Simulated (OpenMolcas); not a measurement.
W4+ (d2) in a complex was computed by CASSCF with the d shell active (OpenMolcas, ANO-RCC-VTZP on the metal). Its lowest spin-free states, and all those of the highest spin:

```csv
2S+1,Degeneracy,E (cm-1)
3,3,0.0
1,3,9664
1,2,9955
1,1,22771
3,3,36551
3,3,44958
1,3,47009
1,3,49572
3,1,74557
1,2,85390
1,1,97138
```

Q: Is the site octahedral, tetrahedral or cube-like, axial, or of lower symmetry?

A: The states with 2S+1 = 3 have orbital degeneracies 3, 3, 3, 1. Threefold states need a cubic site. For d2 at this spin an octahedron puts the threefold T1 below the threefold T2 and a tetrahedron or cube puts the single A2 below the threefold T2, so the site is octahedral. The run had W4+ with 6 ligands (water) in octahedral coordination (Th) at 2.02 Å. Ligand basis ANO-RCC-VDZP.

An orbital triplet at a regular site is open to Jahn-Teller coupling, which can distort the site and quench the lowest spin-orbit gaps and is left out. Without dynamic correlation the repulsion within the d shell is too large (B by tens of per cent), so at a given field states of lower spin stand too high. The least metal-like active orbital is 75 % on the metal (Löwdin) and no ligand orbital is active, so the numbers are rough. With metal d orbitals alone the field can be off either way by tens of per cent. Ligand-to-metal charge-transfer states are missing. With no ligand orbital active B as a rule stays too high, so bands that hang on it stand too high and its fall with covalency is understated. No measured value stands beside these numbers; the geometry is a model, was not optimised and need not be the one that this ion takes.
